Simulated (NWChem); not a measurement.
System: PbHSBr, singlet; SMILES [SH][Pb][Br]

The following NWChem deck was run.

```
start job
memory heap 200 mb stack 900 mb global 1100 mb
geometry units angstroms
  Pb    -0.122119    -0.293446     0.565896
  Br     1.143428     1.214644    -1.076730
  S     -1.978786    -1.072766    -0.971142
  H     -2.591135    -1.840067    -0.078259
end
basis spherical
  * library def2-svp
end
ecp
  Pb library def2-ecp
end
dft
  xc xpbe96 cpbe96
  disp vdw 4
  iterations 150
end
driver
  maxiter 120
end
task dft optimize
dft
  grid fine
  convergence energy 1d-8 density 1d-7
end
task dft freq numerical
```

Low-valent species are run as closed-shell singlets; no triplet was tried in these runs. This build's default masses of Se (78.918 u) and Br (79.917 u) are each other's, which moves their modes by up to 0.6 %. def2 effective core potentials on Pb; no spin-orbit coupling.

The level has its own optimisation; frequencies are unscaled.

Problem. Predict the main results of this run. (PBE-D3(BJ)/def2-SVP with def2 effective core potentials on Pb.) Quantities: r Br–Pb (Å); r Pb–S (Å); r H–S (Å); highest harmonic frequency (cm⁻¹); lowest (cm⁻¹); zero-point energy (kcal/mol).

Solution. 
```json
{
 "r Br–Pb (Å)": "2.653",
 "r Pb–S (Å)": "2.572",
 "r H–S (Å)": "1.366",
 "highest harmonic frequency (cm⁻¹)": "2594",
 "lowest (cm⁻¹)": "73",
 "zero-point energy (kcal/mol)": "5.8"
}
```
